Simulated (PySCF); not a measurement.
Task: What does the PBE0-D3(BJ)/def2-SVP structure of [WO4]2-, `[O]=[W-2](=[O])(=[O])=[O]` look like in three dimensions? (Charge -2 and singlet state.)

Result: 
```xyz
5
WO4 angstrom
W     -0.0003   -0.0001   -0.0001
O      0.0169   -0.0143    1.7915
O      1.6833    0.0097   -0.6126
O     -0.8540    1.4659   -0.5778
O     -0.8460   -1.4613   -0.6011
```

Any rigid rotation of these coordinates is as good. Atoms count from 1 in this order. W1 (tungsten bonded to 4 O) is tetrahedral (angles from 109.4° to 109.5°). All 4 O–W bonds measure 1.792 Å.

Bonds between heavy atoms (Å): W1–O2 1.792, W1–O3 1.792, W1–O4 1.792, W1–O5 1.792.

Method: PySCF 2.14.0, PBE0-D3(BJ)/def2-SVP geometry optimisation, gas phase, def2 core potentials past Kr.

Point group: Td (tolerance 0.08 Å). No frequency check. Whether so highly charged an anion holds all its electrons in the gas phase wasn't checked; a finite basis holds them in any case. No counter-ion or solvent screens the charge of this multiply charged ion. The geometry's basis has no diffuse functions, a weakness for an anion.

The run took 14 s of wall time on one thread, Arm Neoverse V2, shared host. These figures are those of the optimisation.
